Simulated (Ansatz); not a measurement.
CHNO, SMILES `N#CO` (charge 0, multiplicity 1).

Method: frozen-core CCSD(T)/cc-pVDZ // PBE0-D3(BJ)/def2-TZVP (Ansatz, a quantum-chemistry and plane-wave program).

Ansatz 0.2 input:
```yaml
crystal:
  periodic: [false, false, false]
  atoms:
    - { symbol: N, position_ang: [1.587455, 0.130779, -0.317711] }
    - { symbol: C, position_ang: [0.474221, -0.094045, -0.120585] }
    - { symbol: O, position_ang: [-0.756075, -0.414378, 0.099706] }
    - { symbol: H, position_ang: [-1.305601, 0.377644, 0.16641] }
basis:
  gaussian: { orbitals: cc-pVDZ }
correlation:
  method: ccsd_t
```

Output:

```
Functional definition: HF
442 factors; integrals over basis functions are off by at most 1.3e-3 eV
mean field evaluation 1: about -4561.4194 eV, gradient 3.6e1 eV
mean field evaluation 2: about -4561.4234 eV, gradient 3.6e1 eV
mean field evaluation 4: about -4564.4023 eV, gradient 3.6e0 eV
mean field evaluation 8: about -4564.4654 eV, gradient 1.6e-1 eV
mean field evaluation 16: about -4564.4486 eV, gradient 1.8e0 eV
mean field -4564.46552727 eV, -167.7410142212 hartree, gradient 1.2e-6 eV, S^2 0.000000; 0 other end points of the search recorded, 0 dependent functions left out
3 core orbitals not correlated
reference -4564.46552727 eV, -167.7410142212 hartree; 8, 8 occupied and 36, 36 virtual orbitals, 442 factors
second order -12.60226664 eV of doubles, -0.00000000 eV of singles
cycle   1  -12.37337933 eV  change    2.3e-1 eV  update   8.9e-2
cycle   2  -12.73304214 eV  change   -3.6e-1 eV  update   2.7e-2
cycle   3  -12.82724522 eV  change   -9.4e-2 eV  update   1.3e-2
cycle   4  -12.82575995 eV  change    1.5e-3 eV  update   3.3e-3
cycle   5  -12.82744854 eV  change   -1.7e-3 eV  update   1.4e-3
cycle   6  -12.82816859 eV  change   -7.2e-4 eV  update   3.3e-4
cycle   7  -12.82807662 eV  change    9.2e-5 eV  update   1.2e-4
cycle   8  -12.82806987 eV  change    6.8e-6 eV  update   4.2e-5
cycle   9  -12.82806637 eV  change    3.5e-6 eV  update   1.4e-5
perturbative correction -0.44970780 eV, -0.0165264569 hartree
Total energy: -4577.74330144 eV, -168.2289634222 hartree
```
